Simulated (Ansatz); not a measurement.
Total energies of `C#[C][AlH][GeH3]`.

```
atom   x (Å)   y (Å)   z (Å)
  C1  -2.154   0.018   2.012
  C2  -1.377  -0.407   1.186
 Al3  -0.137  -1.029  -0.120
 Ge4   1.409   0.608  -1.138
  H5  -2.840   0.388   2.740
  H6  -0.164  -2.561  -0.514
  H7   1.853   1.698  -0.145
  H8   2.682  -0.049  -1.705
  H9   0.727   1.334  -2.317
```

Charge 0, multiplicity 1. Correlated methods include outer-core shells of Ge, which these sets cover unevenly. Scalar relativity is left out up to krypton. The geometry is a stationary point of PBE0-D4/def2-TZVP. Basis def2-TZVPP, the Gaussian-basis code of Ansatz.

RPA on PBE orbitals: Hartree–Fock energy of these orbitals -2395.85306 Eh, correlation -1.07030 Eh (frozen core).

| functional | energy without D4 (Eh) | D4 term (kJ/mol) |
| --- | --- | --- |
| LDA (SPW92) | -2393.64662 | – |
| PBE | -2398.05317 | -16.2 |
| revPBE | -2398.38510 | -42.4 |
| BLYP | -2398.64556 | -34.4 |
| r2SCAN | -2398.53269 | -3.9 |
| B97M-V | -2398.18253 | – |
| PBE0 | -2398.13933 | -13.9 |
| B3LYP | -2398.69861 | -26.3 |
| r2SCANh | -2398.51849 | -4.3 |
| r2SCAN0 | -2398.49848 | -4.8 |
| HSE06 (plane-wave form) | -2398.12876 | -13.2 |
| BHLYP | -2398.55307 | -22.8 |
| CAM-B3LYP | -2398.69844 | -14.4 |
| LC-ωPBE | -2398.19749 | – |
| ωB97X-V | -2398.36433 | – |
| ωB97M-V | -2398.44410 | – |
| B2PLYP | -2398.06483 | – |
| PBE-QIDH | -2397.71041 | – |

B3LYP takes the VWN-RPA correlation (the form of Gaussian; ORCA's B3LYP/G). HSE06 is the plane-wave form, built on full-range PBE exchange. The double hybrids freeze the cores in their second-order part.

LC-ωPBE has ω = 0.4 bohr⁻¹.
